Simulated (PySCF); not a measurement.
Cartesian coordinates in Å; atom numbers follow the order of the lines, from 1:
```xyz
18

C     3.0187    0.3945    0.1481
O     1.8102   -0.2955    0.1562
Si    0.5409   -0.0683   -0.8275
C    -0.8305    1.1584   -0.3436
C    -1.9192    0.2516    0.2329
C    -1.8560   -1.0813   -0.5067
N    -0.4555   -1.4320   -0.5721
H     2.8857    1.4185    0.5062
H     3.7114   -0.1295    0.8075
H     3.4397    0.4316   -0.8596
H     1.0052    0.1898   -2.2016
H    -0.5516    1.9267    0.3747
H    -1.2129    1.6692   -1.2267
H    -2.9130    0.6955    0.1538
H    -1.7069    0.0645    1.2859
H    -2.4137   -1.8572    0.0263
H    -2.2934   -0.9738   -1.5104
H    -0.2679   -2.3563   -0.9200
```

Geometry: GFN2-xTB; GIAO absolute shieldings from PySCF, gas phase, non-relativistic, averaged over equivalent atoms.

At PBE0/pcSseg-1 (181 basis functions, 52 s wall time on 1 thread of an Arm Neoverse N1, shared host):
```csv
atoms,σ (ppm)
C1,135.6
C6,140.1
C5,159.0
C4,174.2
O2,311.3
Si3,358.6
N7,219.6
H11,26.61
H8/H9/H10,27.91
H16,28.51
H17,28.88
H14,29.86
H15,30.01
H18,30.71
H12,30.92
H13,31.52
```

Question: Predict the values at PBE0/6-31++G** on the same geometry.

Answer: 
| atoms | σ at PBE0/6-31++G** | change |
| --- | --- | --- |
| C1 | 149.1 | +13.5 |
| C6 | 153.6 | +13.5 |
| C5 | 171.0 | +12.0 |
| C4 | 185.4 | +11.2 |
| O2 | 314.7 | +3.4 |
| Si3 | 406.8 | +48.2 |
| N7 | 228.3 | +8.7 |
| H11 | 26.48 | -0.13 |
| H8/H9/H10 | 28.06 | +0.15 |
| H16 | 28.55 | +0.04 |
| H17 | 28.82 | -0.06 |
| H14 | 29.90 | +0.04 |
| H15 | 30.00 | -0.01 |
| H18 | 30.54 | -0.17 |
| H12 | 30.93 | +0.01 |
| H13 | 31.52 | +0.00 |

The largest change is at Si3 (silicon bonded to C, N, O, H, in a 5-membered ring). Cost: 196 basis functions, 33 s wall time on 1 thread of an AMD EPYC 7R13, shared host. The order of the carbon signals is the same at both levels.
